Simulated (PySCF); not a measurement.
**CH7GeNOSi: core ionisation energies**

Compound: CH7GeNOSi.
SMILES with atom numbers: `[O:1]=[CH:2][N:3]([SiH3:4])[GeH3:5]`

Structure used (PBE0-D3(BJ)/def2-SVP), in Å, numbered top down from 1:
```
atom  x, y, z in Å
O1     0.564    1.544    1.564
C2    -0.348    1.113    0.893
N3    -0.217    0.043    0.051
Si4   -1.527   -0.604   -0.938
Ge5    1.536   -0.661    0.078
H6    -1.367    1.567    0.918
H7    -1.792   -2.029   -0.584
H8    -1.176   -0.528   -2.385
H9    -2.734    0.227   -0.658
H10    2.520    0.398   -0.425
H11    1.863   -1.167    1.485
H12    1.440   -1.834   -0.918
```

Computed with delta-SCF UKS SCAN, pcX-2 on the ionised atom, pcseg-1 elsewhere, spin-free X2C (PySCF). These are vertical core ionisation energies against the vacuum level, from separate self-consistent calculations with and without the core hole.

Q: Give the core binding energies atom by atom.

A: 
```
atom(s)                 bonded to     level  binding energy (eV)  2p1/2 (eV)  count
     O1           C (double bond)      O 1s               537.21           –      1
     C2  O (double bond), N and H      C 1s               293.74           –      1
     N3              C, Ge and Si      N 1s               404.82           –      1
    Si4                 N and 3 H  Si 2p3/2               107.53      108.16      1
    Si4                 N and 3 H     Si 1s              1847.39           –      1
```

Q: Give the binding energy of N 1s of N3 in hartree and in kJ/mol.

A: 404.82 eV = 14.8769 Eh = 39059 kJ/mol.

The 2p values aren't plain energy differences: one relaxed spin-free 2p hole is combined with a matrix within the shell (ground-state 2p orbital-energy differences and spin–orbit coupling). 2p3/2, the mean of its two sublevels, lies a third of the splitting below the shell's mean and 2p1/2 two thirds above it; the statistical areas are 2:1. 2p1/2 minus 2p3/2 (ligand field included): Si 0.62 eV. No level of germanium is listed. Geometry: PBE0-D3(BJ)/def2-SVP, one conformer, isolated molecule.
